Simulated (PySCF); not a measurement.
InCl₃, SMILES [Cl][In]([Cl])[Cl]. Atoms are numbered in the order given.

```xyz
4

In     0.0000     0.0000     0.0000
Cl     2.3197     0.0000     0.0000
Cl    -1.1599    -2.0089     0.0000
Cl    -1.1599     2.0089     0.0000
```
Charge 0, spin multiplicity 1.

The structure is a stationary point at PBE0-D3(BJ)/def2-SVP. The isomer is the one that the SMILES or the coordinates give; other isomers of the formula were not compared. The def2 effective core potentials stand for the cores of In; spin–orbit coupling is left out.

Computed with CAM-B3LYP/def2-TZVPD run with PySCF.

Symmetry labels are those of the subgroup C2v that the program uses (full group D3h).

Problem. List the valence orbital energies around the gap with their symmetry. (The exact figures need the calculation; the answer reports its results.)

Solution. 
| orbital | symmetry | energy (eV) |
|---|---|---|
| HOMO−7 | B1 | -12.23 |
| HOMO−6 | A1 | -12.23 |
| HOMO−5 | B2 | -11.53 |
| HOMO−4 | A2 | -11.00 |
| HOMO−3 | B2 | -11.00 |
| HOMO−2 | A1 | -10.92 |
| HOMO−1 | B1 | -10.92 |
| HOMO | B1 | -10.87 |
| LUMO | A1 | -2.26 |
| LUMO+1 | B2 | -1.11 |
| LUMO+2 | A1 | 0.60 |
| LUMO+3 | B1 | 0.87 |
